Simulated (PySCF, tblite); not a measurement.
Parent: `[CH3:1][C:2]1=[CH:3][CH2:4][P@@H:5](=[O:6])[CH2:7]1` with C2–C3–C4–P5 18°, C3–C4–P5–O6 -150°, C4–P5–C7–C2 23°, C1–C2–C7–P5 163°, C5H9OP.

The geometries are computed with GFN2-xTB (gas phase). One conformer each, not checked by frequencies here.

```csv
coordinate of the parent,value
C1–C2,1.492 Å
C2=C3,1.328 Å
C3–C4,1.497 Å
C4–P5,1.836 Å
P5=O6,1.463 Å
P5–C7,1.836 Å
C2–C7,1.505 Å
C1–C2–C3,125.5°
C1–C2–C7,118.6°
C3–C2–C7,115.9°
C2–C3–C4,117.7°
C3–C4–P5,102.5°
C4–P5–O6,119.1°
C4–P5–C7,93.8°
O6–P5–C7,119.1°
C2–C7–P5,103.0°
```

Problem. How does the shared frame change in `[CH3:1][CH2:2][P@@:3]1(=[O:4])[CH2:5][CH:6]=[C:7]([CH3:8])[CH2:9]1` with C1–C2–P3–O4 179°, C2–P3–C5–C6 90°, P3–C5–C6–C7 15°, C6–C7–C9–P3 -15°, C2–P3–C9–C7 -90°, C7H13OP? Atoms pair as C1 = C8, C2 = C7, C3 = C6, C4 = C5, P5 = P3, O6 = O4, C7 = C9 (parent first).

Solution. 
```csv
parent,relative,value in the relative,change
C1–C2,C8–C7,1.493 Å,+0.001
C2=C3,C7=C6,1.327 Å,-0.001
C3–C4,C6–C5,1.495 Å,-0.002
C4–P5,C5–P3,1.846 Å,+0.010
P5=O6,P3=O4,1.468 Å,+0.005
P5–C7,P3–C9,1.846 Å,+0.010
C2–C7,C7–C9,1.502 Å,-0.003
C1–C2–C3,C8–C7–C6,125.4°,-0.1
C1–C2–C7,C8–C7–C9,118.5°,-0.1
C3–C2–C7,C6–C7–C9,116.1°,+0.2
C2–C3–C4,C7–C6–C5,117.9°,+0.2
C3–C4–P5,C6–C5–P3,103.5°,+1.0
C4–P5–O6,C5–P3–O4,117.0°,-2.1
C4–P5–C7,C5–P3–C9,93.4°,-0.4
O6–P5–C7,O4–P3–C9,117.0°,-2.1
C2–C7–P5,C7–C9–P3,104.0°,+1.0
```

Of the parent's bonds, C4–P5 and P5–C7 change most and about equally (+0.010 Å). Bonds of the relative outside the shared frame: C1–C2 1.518, C2–P3 1.840 Å. Point group C1 → C1.

Problem. How does the shared frame change in `[CH3:1][C:2]1=[CH:3][CH2:4][P@:5](=[O:6])([CH2:7][C:8]#[N:9])[CH2:10]1` with C4–P5–C7–C8 -55°, C2–C3–C4–P5 16°, C3–C4–P5–O6 -148°, C4–P5–C10–C2 22°, C1–C2–C10–P5 162°, C7H10NOP? Atoms pair as C1 = C1, C2 = C2, C3 = C3, C4 = C4, P5 = P5, O6 = O6, C7 = C10 (parent first).

Solution. 
```
  parent   relative  value in the relative  change
   C1–C2      C1–C2                1.491 Å  -0.001
   C2=C3      C2=C3                1.328 Å   0.000
   C3–C4      C3–C4                1.497 Å   0.000
   C4–P5      C4–P5                1.840 Å  +0.004
   P5=O6      P5=O6                1.466 Å  +0.003
   P5–C7     P5–C10                1.839 Å  +0.003
   C2–C7     C2–C10                1.505 Å   0.000
C1–C2–C3   C1–C2–C3                 125.5°     0.0
C1–C2–C7  C1–C2–C10                 118.3°    -0.3
C3–C2–C7  C3–C2–C10                 116.1°    +0.2
C2–C3–C4   C2–C3–C4                 117.9°    +0.2
C3–C4–P5   C3–C4–P5                 102.7°    +0.2
C4–P5–O6   C4–P5–O6                 118.8°    -0.3
C4–P5–C7  C4–P5–C10                  94.0°    +0.2
O6–P5–C7  O6–P5–C10                 119.1°     0.0
C2–C7–P5  C2–C10–P5                 103.1°    +0.1
```

Of the parent's bonds, C4–P5, P5–O6 and P5–C7 change most and about equally (+0.003 to +0.004 Å). Bonds of the relative outside the shared frame: P5–C7 1.858, C7–C8 1.429, C8≡N9 1.144 Å. Point group C1 → C1.

Problem. How does the shared frame change in `[CH3:1][CH2:2][C:3]1=[CH:4][CH2:5][P@@H:6](=[O:7])[CH2:8]1` with C1–C2–C3–C4 -112°, C3–C4–C5–P6 20°, C4–C5–P6–O7 -154°, C5–P6–C8–C3 27°, C2–C3–C8–P6 160°, C6H11OP? Atoms pair as C1 = C2, C2 = C3, C3 = C4, C4 = C5, P5 = P6, O6 = O7, C7 = C8 (parent first).

Solution. 
```csv
parent,relative,value in the relative,change
C1–C2,C2–C3,1.496 Å,+0.004
C2=C3,C3=C4,1.329 Å,+0.001
C3–C4,C4–C5,1.497 Å,0.000
C4–P5,C5–P6,1.836 Å,0.000
P5=O6,P6=O7,1.463 Å,0.000
P5–C7,P6–C8,1.835 Å,-0.001
C2–C7,C3–C8,1.504 Å,-0.001
C1–C2–C3,C2–C3–C4,125.2°,-0.3
C1–C2–C7,C2–C3–C8,119.2°,+0.6
C3–C2–C7,C4–C3–C8,115.5°,-0.4
C2–C3–C4,C3–C4–C5,117.4°,-0.3
C3–C4–P5,C4–C5–P6,101.9°,-0.6
C4–P5–O6,C5–P6–O7,119.5°,+0.4
C4–P5–C7,C5–P6–C8,93.1°,-0.7
O6–P5–C7,O7–P6–C8,119.4°,+0.3
C2–C7–P5,C3–C8–P6,102.5°,-0.5
```

Of the parent's bonds, C1–C2 changes most (+0.004 Å). Bonds of the relative outside the shared frame: C1–C2 1.530 Å. Point group C1 → C1.
